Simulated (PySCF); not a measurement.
## C2H8Si2, SMILES `[SiH3][SiH]1CC1` (charge 0, multiplicity 1)

All values below come from PBE-D3(BJ)/def2-TZVP // B3LYP-D3(BJ)/def2-TZVP (PySCF).

HOMO: -5.79 eV
dipole moment: 0.34 D
HOMO–LUMO gap: 4.80 eV
LUMO: -1.00 eV
total energy: -659.6039 Ha
cost: roughly 80 core-seconds

Bonded distances (Å): Si1–Si2 2.320, Si1–H5 1.483, Si1–H6 1.483, Si1–H7 1.483, Si2–C3 1.866, Si2–C4 1.866, Si2–H8 1.477, C3–C4 1.538, C3–H9 1.084, C3–H10 1.084, C4–H11 1.084, C4–H12 1.084. Angles (°): Si2–Si1–H5 111.6, Si2–Si1–H6 107.5, Si2–Si1–H7 111.6, H5–Si1–H6 108.9, H5–Si1–H7 108.2, H6–Si1–H7 108.9, Si1–Si2–C3 118.6, Si1–Si2–C4 118.6, Si1–Si2–H8 118.8, C3–Si2–C4 48.7, C3–Si2–H8 116.7, C4–Si2–H8 116.7, Si2–C3–C4 65.7, Si2–C3–H9 118.5, Si2–C3–H10 119.2, C4–C3–H9 116.5, C4–C3–H10 116.5, H9–C3–H10 112.7, Si2–C4–C3 65.7, Si2–C4–H11 118.5, Si2–C4–H12 119.2, C3–C4–H11 116.5, C3–C4–H12 116.5, H11–C4–H12 112.7.
